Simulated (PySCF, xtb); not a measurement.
W(O)(NH)(OH)(NH2) (H4N2O2W), SMILES [NH]=[W]([NH2])(=[O])[OH], multiplicity 1. One conformer was computed; it need not be the lowest.

Harmonic wavenumbers (cm⁻¹) from GFN2-xTB (xtb) at its own minimum, in rising order: 153, 161, 178, 196, 246, 264, 296, 397, 443, 463, 489, 520, 542, 630, 815, 874, 1477, 3259, 3297, 3317, 3552.

Task: What does PBE-D3(BJ)/def2-SVP run with PySCF 2.14.0 give at its own minimum? (The exact figures need the calculation; the answer reports its results.)

Result: 190, 210, 215, 229, 250, 301, 366, 427, 526, 598, 631, 656, 692, 712, 942, 975, 1464, 3477, 3515, 3580, 3761. Paired by order, the mean absolute difference is 103 cm⁻¹ and the zero-point energies are 30.8 and 33.9 kcal/mol.
